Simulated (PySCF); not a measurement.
Field gradients at the hydrogen positions

Species: C5H16OSi2.
Atom-mapped SMILES: `[CH3:1][CH:2]([CH3:3])[CH2:4][Si@@H:5]([CH3:6])[O:7][SiH3:8]` (hydrogens: H9, H10, H11 on C1; H12 on C2; H13, H14, H15 on C3; H16, H17 on C4; H18 on Si5; H19, H20, H21 on C6; H22, H23, H24 on Si8)

Geometry (GFN2-xTB, Å), atoms numbered from 1 in this order:
```xyz
24
C5H16OSi2 angstrom
C     -1.529   -0.846   -1.705
C     -1.319   -0.691   -0.202
C     -2.623   -0.983    0.542
C     -0.809    0.710    0.143
Si     0.928    1.119   -0.526
C      1.704    2.521    0.492
O      1.869   -0.207   -0.417
Si     2.749   -1.383    0.260
H     -1.906   -1.840   -1.938
H     -0.592   -0.699   -2.236
H     -2.250   -0.113   -2.065
H     -0.565   -1.419    0.116
H     -2.974   -1.989    0.320
H     -2.480   -0.901    1.617
H     -3.395   -0.277    0.242
H     -0.801    0.811    1.232
H     -1.527    1.446   -0.224
H      0.956    1.419   -1.961
H      1.801    2.247    1.539
H      2.697    2.759    0.124
H      1.108    3.427    0.441
H      3.084   -2.272   -0.849
H      1.935   -2.051    1.278
H      3.929   -0.769    0.868
```

Level: PBE0/pcSseg-1 (PySCF, non-relativistic); Q(2H) = 0.00286 b; rigid geometry, the same for H and D, with no vibrational averaging.

Problem. Rank these positions by the coupling χzz of a deuteron there, largest first.
A. H12 (methine hydrogen)
B. H21 (methyl hydrogen)
C. H23 (Si–H hydrogen)
D. H16 (methylene hydrogen)
E. H13 (methyl hydrogen)

Solution. B (220 kHz), E (212 kHz), D (208 kHz), A (199 kHz), C (107 kHz).

Problem. What are Vzz, η and χzz (234.96 MHz × Q × Vzz) at all hydrogens?

Solution. 
| atom | bonded to | bond length (Å) | Vzz (au) | η | χzz (kHz) |
| --- | --- | --- | --- | --- | --- |
| H9 | C1 | 1.088 | 0.3152 | 0.02 | 212 |
| H10 | C1 | 1.087 | 0.3158 | 0.03 | 212 |
| H11 | C1 | 1.089 | 0.3140 | 0.02 | 211 |
| H12 | C2 | 1.096 | 0.2957 | 0.01 | 199 |
| H13 | C3 | 1.088 | 0.3153 | 0.02 | 212 |
| H14 | C3 | 1.088 | 0.3155 | 0.02 | 212 |
| H15 | C3 | 1.089 | 0.3137 | 0.02 | 211 |
| H16 | C4 | 1.093 | 0.3089 | 0.03 | 208 |
| H17 | C4 | 1.092 | 0.3122 | 0.03 | 210 |
| H18 | Si5 | 1.467 | 0.1584 | 0.01 | 106 |
| H19 | C6 | 1.087 | 0.3250 | 0.01 | 218 |
| H20 | C6 | 1.086 | 0.3264 | 0.02 | 219 |
| H21 | C6 | 1.085 | 0.3281 | 0.01 | 220 |
| H22 | Si8 | 1.460 | 0.1623 | 0.02 | 109 |
| H23 | Si8 | 1.464 | 0.1589 | 0.03 | 107 |
| H24 | Si8 | 1.463 | 0.1604 | 0.03 | 108 |

Problem. Average by the element that carries the hydrogen.

Solution. on C: 212 kHz over 12 positions, mean bond length 1.089 Å; on Si: 108 kHz over 4 positions, mean bond length 1.464 Å.

Problem. How does χzz go with the bond length over the 12 C–H bonds?

Solution. A straight-line fit has a slope of -16.6 kHz for each 0.01 Å, with a correlation coefficient of -0.91, over lengths from 1.085 to 1.096 Å. The longer bonds have the smaller couplings here.

Problem. Give the 2H NMR doublet splittings at H10 for a magnetic field along the z, y and x axes of the gradient: 3χ/2, 3χ(1 + η)/4, 3χ(1 − η)/4.

Solution. With |χ| = 212.2 kHz and η = 0.030: 318, 164 and 154 kHz, to first order and without motion.

One conformer (not necessarily the lowest) at the GFN2-xTB geometry, without solvent, vibrations or thermal averaging. GFN2-xTB bond lengths can be off by several hundredths of an ångström, more for odd bonds, and the gradients follow them. A larger basis could move these couplings by a tenth or more.
